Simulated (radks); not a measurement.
Question: The mean radii <r> (bohr) of the occupied orbitals of an atom or ion are listed with their occupations. Method: scalar-relativistic Kohn-Sham, r2SCAN, spin-polarised, spherical densities, finite nucleus; meta-GGA in the generalised Kohn-Sham scheme; Fermi nuclear charge, rms radius of each element as measured or else 0.836 A^(1/3) + 0.57 fm; computed with a radial shooting solver on a logarithmic mesh with Libxc functionals.

| orbital | occ. | <r> |
|---|---|---|
| 1s | 2 | 0.06640 |
| 2s | 2 | 0.3028 |
| 2p | 6 | 0.2682 |

Name the element and its charge. Open shells, if any, are filled with parallel spins first.

Answer: Z = 23, vanadium, charge +13: V13+ in [Ne]. The 1s radius gives Z: for a bare nucleus <r> = (2 gamma + 1)/(2Z) with gamma = sqrt(1 - (Z/c)^2), 0.0646 bohr for Z = 23, and screening makes it slightly larger (0.06640 here). The occupations add up to 10, and the charge is Z minus that.
